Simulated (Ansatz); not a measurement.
`CO[SiH]([SiH3])Cl` + H₂S → `CO[SiH](S)Cl` + SiH₄ at 298.15 K and 1 bar (cleavage of the Si–Si bond).

Computed with Ansatz on PBE0-D4/def2-TZVP structures; ΔE is electronic, products minus reactants. CBS: MP2 limit from def2 TZ/QZ plus the TZ coupled-cluster correction, frozen cores. This one scheme is used for every species. One conformer a species, not always the lowest.

| species | CCSD(T)/CBS energy (Eh) | H − E (kJ/mol) | S (J/(mol·K)) |
| --- | --- | --- | --- |
| `CO[SiH]([SiH3])Cl` | -1155.45034 | 230.9 | 392.4 |
| H₂S | -398.97279 | 49.9 | 205.7 |
| `CO[SiH](S)Cl` | -1262.98502 | 189.0 | 373.4 |
| SiH₄ | -291.46306 | 92.1 | 204.8 |

H − E and S are ideal-gas, rigid-rotor, harmonic terms from PBE0-D4/def2-TZVP, for one conformer and one mirror image of each species. 1 Eh = 2625.50 kJ/mol, R = 8.31446 J/(mol·K).

Question: By hand: ΔE, ΔH, ΔS and ΔG.

Answer: ΔE = (-1262.98502) + (-291.46306) − (-1155.45034) − (-398.97279) = -0.02495 Eh = -65.5 kJ/mol. Δ(H − E) = 189.0 + 92.1 − 230.9 − 49.9 = 0.3, so ΔH = -65.2 kJ/mol. ΔS = 373.4 + 204.8 − 392.4 − 205.7 = -19.9 J/(mol·K). ΔG = -65.2 − 298.15 × (-19.9)/1000 = -59.3 kJ/mol.

Question: By hand: the equilibrium constant, and the temperature at which ΔG would vanish if ΔH and ΔS stayed fixed.

Answer: log₁₀ K = −ΔG/(RT ln 10) = 10.4. ΔG = 0 at ΔH/ΔS = 3276 K, far beyond where these terms or the molecules hold.

ΔH outweighs TΔS. A doubt of 5 kJ/mol in ΔE shifts log₁₀ K by 0.9 here. Other conformers and mirror images would add mixing entropy, several J/(mol·K) or more a flexible species. These are equilibria of isolated gas molecules and say nothing of rates. Largest T1 diagnostic: 0.012 (customary marks: 0.02 for closed shells, 0.045 for open ones).
